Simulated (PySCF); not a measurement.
H₄PSi, SMILES [SiH3][PH], multiplicity 2.

Geometry optimised at PBE-D3(BJ)/def2-TZVP. The isomer is the one that the SMILES or the coordinates give; other isomers of the formula were not compared.

All values below come from PBE-D3(BJ)/def2-TZVP in PySCF.

Frequencies are harmonic and unscaled.

Computed harmonic wavenumbers and intensities:
| mode | ν (cm⁻¹) | IR (km/mol) | moving atoms (share of kinetic energy) |
|---|---|---|---|
| 1 | 177 | 3.2 | H 97 % |
| 2 | 435 | 1.5 | Si 41 %, P 38 %, H 21 % |
| 3 | 457 | 14.6 | H 80 %, P 11 %, Si 9 % |
| 4 | 459 | 14.9 | H 91 % |
| 5 | 743 | 24.2 | H 89 % |
| 6 | 852 | 204.2 | H 92 %, Si 8 % |
| 7 | 899 | 41.8 | H 97 % |
| 8 | 905 | 35.2 | H 97 % |
| 9 | 2137 | 48.1 | H 98 % |
| 10 | 2146 | 78.2 | H 96 % |
| 11 | 2173 | 77.4 | H 96 % |
| 12 | 2297 | 41.0 | H 97 % |
